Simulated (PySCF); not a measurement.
Simulation results for AlClH

Calculation on a computer-drawn molecule: vertical ionisation energy to the stated ion spin, frozen-core CCSD(T) at the basis limit and cheaper methods, single-reference cases, UHF for radicals, no spin-orbit; all values are single points at the evaluated structure, the first of each entry, which is the reference or a displaced copy of it and isn't optimised; the reference structure only sets the zero of the energies above reference; triples share is (T) over the correlation energy. Program: PySCF 2.14.0.

Common to all runs: charge 0; multiplicity 2; ion multiplicity 1; diffuse functions no; basis cc-pV(n+d)Z; reference is the Hartree-Fock double-zeta minimum; best is HF at quadruple zeta + MP2 correlation extrapolated from triple and quadruple zeta + CCSD(T) minus MP2 at triple zeta; basis step is the size of the change from the same recipe one zeta lower.

(1) 
```xyz
3
formula=AlClH ionisation_energy_best=8.285 ionisation_energy_basis_step=0.04405 energy_above_reference_best=0.1138 energy_above_reference_basis_step=0.02649 total_energy_HF_triple_zeta=-702.0672 total_energy_CCSD(T)_triple_zeta=-702.3503 total_energy_best=-702.3982 T1_diagnostic_at_triple_zeta=0.01341 D1_diagnostic_at_triple_zeta=0.03884 spin_squared_at_triple_zeta=0.7574 ion_T1_diagnostic_at_triple_zeta=0.01654 ion_D1_diagnostic_at_triple_zeta=0.04229 triples_share_at_triple_zeta=0.03772 basis_functions_triple_zeta=92 dipole_magnitude_HF_at_triple_zeta=1.719 dipole_magnitude_CCSD_unrelaxed_at_triple_zeta=1.521 dipole_magnitude_PBE_at_triple_zeta=1.37 dipole_magnitude_r2SCAN_at_triple_zeta=1.45 dipole_magnitude_B3LYP_at_triple_zeta=1.543 dipole_magnitude_wB97X_at_triple_zeta=1.566
Al    -0.8161     1.2353     0.7102
Cl    -2.0817     2.4884     1.8694
H      0.6928     1.7731     0.4242
```

Units: ionisation_energy_best, ionisation_energy_basis_step in eV; energy_above_reference_best, energy_above_reference_basis_step in kcal/mol; total_energy_HF_triple_zeta, total_energy_CCSD(T)_triple_zeta, total_energy_best in hartree; dipole_magnitude_HF_at_triple_zeta, dipole_magnitude_CCSD_unrelaxed_at_triple_zeta, dipole_magnitude_PBE_at_triple_zeta, dipole_magnitude_r2SCAN_at_triple_zeta, dipole_magnitude_B3LYP_at_triple_zeta, dipole_magnitude_wB97X_at_triple_zeta in debye.

Reference structure:
```xyz
3
AlClH
Al    -0.8144     1.2443     0.6852
Cl    -2.0581     2.5107     1.8654
H      0.6614     1.7676     0.4309
```

Drawn bonds:
```
atom  other atom  order
   1           2      1
   1           3      1
```

Triple zeta:
```
 method  ionisation energy (eV)  energy above reference (kcal/mol)
     HF                   8.189                             0.2433
    PBE                   8.243                           -0.07678
 r2SCAN                   8.422                              0.056
  B3LYP                   8.376                            0.08802
  wB97X                   8.317                            0.09631
    MP2                   8.221                             0.2259
   CCSD                   8.248                             0.1191
CCSD(T)                   8.229                            0.09976
```

(2) 
```xyz
3
formula=AlClH ionisation_energy_best=8.305 ionisation_energy_basis_step=0.04446 energy_above_reference_best=0.07118 energy_above_reference_basis_step=0.0323 total_energy_HF_triple_zeta=-702.0675 total_energy_CCSD(T)_triple_zeta=-702.3504 total_energy_best=-702.3983 T1_diagnostic_at_triple_zeta=0.01323 D1_diagnostic_at_triple_zeta=0.03824 spin_squared_at_triple_zeta=0.7565 ion_T1_diagnostic_at_triple_zeta=0.01662 ion_D1_diagnostic_at_triple_zeta=0.04246 triples_share_at_triple_zeta=0.03766 basis_functions_triple_zeta=92 dipole_magnitude_HF_at_triple_zeta=1.85 dipole_magnitude_CCSD_unrelaxed_at_triple_zeta=1.641 dipole_magnitude_PBE_at_triple_zeta=1.483 dipole_magnitude_r2SCAN_at_triple_zeta=1.568 dipole_magnitude_B3LYP_at_triple_zeta=1.659 dipole_magnitude_wB97X_at_triple_zeta=1.693
Al    -0.8113     1.2497     0.6895
Cl    -2.0649     2.5175     1.8717
H      0.6652     1.7633     0.4284
```

Units: ionisation_energy_best, ionisation_energy_basis_step in eV; energy_above_reference_best, energy_above_reference_basis_step in kcal/mol; total_energy_HF_triple_zeta, total_energy_CCSD(T)_triple_zeta, total_energy_best in hartree; dipole_magnitude_HF_at_triple_zeta, dipole_magnitude_CCSD_unrelaxed_at_triple_zeta, dipole_magnitude_PBE_at_triple_zeta, dipole_magnitude_r2SCAN_at_triple_zeta, dipole_magnitude_B3LYP_at_triple_zeta, dipole_magnitude_wB97X_at_triple_zeta in debye.

Reference structure:
```xyz
3
AlClH
Al    -0.8144     1.2443     0.6852
Cl    -2.0581     2.5107     1.8654
H      0.6614     1.7676     0.4309
```

Drawn bonds:
```
atom  other atom  order
   1           2      1
   1           3      1
```

Triple zeta:
```
 method  ionisation energy (eV)  energy above reference (kcal/mol)
     HF                   8.208                            0.05134
    PBE                   8.258                            0.03415
 r2SCAN                   8.438                            0.06724
  B3LYP                   8.391                             0.0344
  wB97X                   8.332                             0.0771
    MP2                    8.24                            0.05331
   CCSD                   8.269                            0.05089
CCSD(T)                   8.248                            0.04693
```

(3) 
```xyz
3
formula=AlClH
Al    -0.8595     1.2531     0.7775
Cl    -2.1445     2.5002     1.7843
H      0.7304     1.7492     0.4727
```

Reference structure:
```xyz
3
AlClH
Al    -0.8144     1.2443     0.6852
Cl    -2.0581     2.5107     1.8654
H      0.6614     1.7676     0.4309
```

Drawn bonds:
```
atom  other atom  order
   1           2      1
   1           3      1
```

Questions
1. What D1 diagnostic at triple zeta does the calculation give for AlClH (entry 3)?
2. What dipole magnitude HF at triple zeta does the calculation give for AlClH (entry 3)?
3. What dipole magnitude r2SCAN at triple zeta does the calculation give for AlClH (entry 3)?
4. Give the missing triples share at triple zeta for AlClH (entry 3).
5. Give the table of triple zeta values for AlClH (entry 3).

## Answers
1. 0.0388
2. 1.172 debye
3. 0.9583 debye
4. 0.03761
5. 
Triple zeta:
```
 method  ionisation energy (eV)  energy above reference (kcal/mol)
     HF                   8.003                              2.306
    PBE                   8.094                              1.673
 r2SCAN                   8.263                              1.731
  B3LYP                   8.218                              2.021
  wB97X                   8.149                              1.729
    MP2                   8.052                              2.247
   CCSD                   8.077                              1.972
CCSD(T)                   8.063                              1.964
```

Further results for AlClH (entry 3):

```
ionisation energy best                         : 8.117 eV
ionisation energy basis step                   : 0.04136 eV
energy above reference best                    : 1.845 kcal/mol
energy above reference basis step              : 0.2955 kcal/mol
total energy HF triple zeta                    : -702.0639 hartree
total energy CCSD(T) triple zeta               : -702.3473 hartree
total energy best                              : -702.3955 hartree
T1 diagnostic at triple zeta                   : 0.01346
spin squared at triple zeta                    : 0.7591
ion T1 diagnostic at triple zeta               : 0.01556
ion D1 diagnostic at triple zeta               : 0.0399
basis functions triple zeta                    : 92
dipole magnitude CCSD unrelaxed at triple zeta : 1.018 debye
dipole magnitude PBE at triple zeta            : 0.8995 debye
dipole magnitude B3LYP at triple zeta          : 1.054 debye
dipole magnitude wB97X at triple zeta          : 1.041 debye
```
